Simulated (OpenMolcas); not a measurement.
Pt2+ in a ligand field

Pt2+ with 6 ligands (fluoride) in octahedral coordination (Oh) at 2.11 Å. A charge of +0.667 e stands 2.4 Å behind each ligand. Ligand basis ANO-RCC-VTZP.

```json
{
  "Program": "OpenMolcas 26.06",
  "Method": "SS-CASPT2, IPEA 0.25 Eh, sigma2 regulariser 0.3 Eh (closed shells correlated: 5s 5p and the ligand valence shells)",
  "Basis": "ANO-RCC-VTZP [8s7p5d3f1g]",
  "Scalar Hamiltonian": "DKH2, point nucleus",
  "Active space": "8 electrons in 5 orbitals (5d)",
  "State averaging": "2S+1 = 3 even, 10 roots; 2S+1 = 1 even, 15 roots",
  "Spin-orbit coupling": "state interaction with AMFI integrals over the reference wave functions"
}
```

The lowest spin-free states (labels of O, the rotations of Oh), above the lowest:

```json
{"State": "3A2", "Degeneracy": "1", "E (cm-1)": "0"}
{"State": "1E", "Degeneracy": "2", "E (cm-1)": "7810"}
{"State": "1A1", "Degeneracy": "1", "E (cm-1)": "15090"}
{"State": "3T2", "Degeneracy": "3", "E (cm-1)": "15820"}
{"State": "3T1", "Degeneracy": "3", "E (cm-1)": "21110"}
{"State": "1T2", "Degeneracy": "3", "E (cm-1)": "24390"}
{"State": "1T1", "Degeneracy": "3", "E (cm-1)": "27040"}
{"State": "3T1", "Degeneracy": "3", "E (cm-1)": "33510"}
{"State": "1E", "Degeneracy": "2", "E (cm-1)": "42140"}
{"State": "1T2", "Degeneracy": "3", "E (cm-1)": "42300"}
{"State": "1A1", "Degeneracy": "1", "E (cm-1)": "57500"}
```

The lowest levels with spin-orbit coupling:

```csv
E (cm-1),Degeneracy,Label,2S+1
0,3,T2,3
6620,2,E,1 (78 %)
13140,1,A1,1 (59 %)
14190,3,T1,3
14190,2,E,3
17560,3,T2,3 (82 %)
20740,1,A2,3
23930,1,A1,3 (61 %)
23930,3,T1,3
24890,3,T2,3 (63 %)
26320,3,T2,3 (76 %)
28090,2,E,3 (78 %)
30720,3,T1,1 (87 %)
34790,1,A1,3 (85 %)
37410,3,T1,3
38020,2,E,3
39360,3,T2,3 (61 %)
47160,2,E,1 (87 %)
47620,3,T2,1 (80 %)
64130,1,A1,1 (87 %)
```

Powder χT (cm3 K/mol): 1.73 at 2 K, 1.73 at 10 K, 1.73 at 50 K, 1.74 at 100 K, 1.75 at 200 K, 1.76 at 300 K. The effective moment at 300 K is 2.828 √(χT) = 3.75 μB.

The lowest level has 2S+1 = 3, for which the spin-only value is χT = S(S+1) / 2 = 1.000 cm3 K/mol (g = 2). The computed 1.760 at 300 K differs by +0.760, through orbital momentum, spin-orbit coupling and any other state in reach.

Roots that are degenerate in the reference are averaged as groups; the widest CASPT2 spread within a group is 40 cm-1 (the 3-fold group of multiplicity 3 near 33500 cm-1 above the lowest state of its run). Shifts and gaps below about the spread of the groups concerned are not significant. Over all roots computed the reference weight is 0.67 to 0.68; a low but even weight reflects the number of correlated electrons. Real 4d8 and 5d8 ions are as a rule square planar and diamagnetic. The least metal-like active orbital is 82 % on the metal (Löwdin) and no ligand orbital is active, so the numbers are rough. Ligand-to-metal charge-transfer states are missing. With no ligand orbital active B as a rule stays too high, so bands that hang on it stand too high and its fall with covalency is understated. With one d shell and no ligand orbital active, 10Dq can be off by a tenth or more. No measured value stands beside these numbers; the geometry is a model, was not optimised and need not be the one that this ion takes.
